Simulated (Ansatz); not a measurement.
Consider the hydrogenolysis of a C–C bond: `C[CH2][InH2]` + H₂ → `[CH3][InH2]` + CH₄.

Program: Ansatz. Geometries: PBE0-D4/def2-TZVP. ΔE: electronic, gas phase. CCSD(T)/CBS is the MP2 limit (def2-TZVPP, def2-QZVPP) plus CCSD(T) − MP2 in def2-TZVPP, frozen cores. This one scheme is used for every species. DFT in def2-TZVPP. def2 core potentials past Kr. For In outer-core shells are correlated without core-valence functions, which leaves a few kJ/mol of doubt a bond.

```csv
level,ΔE (kJ/mol)
r2SCAN,-86.7
CCSD(T)/def2-SVP,-82.5
```

(1) What does CCSD(T)/CBS give? (Estimate.)

Largest T1 diagnostic among the species: 0.013.

Answers

(1) Ansatz gave: -81.6 kJ/mol. The listed levels differ from it by -5.1, -0.9 kJ/mol.

From PBE to PBE0 (25 % exact exchange), in def2-TZVPP and without D4, ΔE moves by −3.0 kJ/mol. The D4 term adds +7.8 kJ/mol with B3LYP and +4.2 kJ/mol with PBE0; it sums over pairs of atoms, weighted by their polarisabilities, and B3LYP, whose exchange is more repulsive, gets the larger term.

B3LYP here is the variant with VWN-RPA as its local correlation; programs differ in this.
